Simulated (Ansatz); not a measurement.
The cluster Li₂Al₃. Total charge 0; quartet. Geometry B3LYP-D4/def2-TZVP; atoms count from 1.

```xyz
5

Al    1.380    0.167    0.496
Al   -0.964    0.732   -0.847
Al    0.766   -0.986   -1.751
Li   -0.429    1.801    1.507
Li   -0.753   -1.714    0.594
```

The structure comes from a short search, and lower isomers may exist.

(1) Estimate the Mulliken populations from the PBE0/def2-TZVP orbitals of Ansatz.

(2) Where does the spin sit?

(3) And the Mayer bond orders between heavy atoms (over 0.3)?

Results:

(1) 
```tsv
atom	charge (e)	spin (α − β)
Al1	-0.44	0.95
Al2	-0.44	0.95
Al3	-0.15	0.94
Li4	0.55	0.22
Li5	0.48	-0.06
```
Mulliken values depend strongly on the basis.

(2) Summed by element: Al 2.84, Li 0.16, of 3 unpaired in all. Largest on single atoms: Al2 0.95, Al1 0.95, Al3 0.94.

(3) Al1–Al2 0.95 (2.76 Å); Al1–Al3 0.95 (2.60 Å); Al1–Li4 0.31 (2.64 Å); Al2–Al3 0.95 (2.60 Å); Al2–Li4 0.31 (2.64 Å).
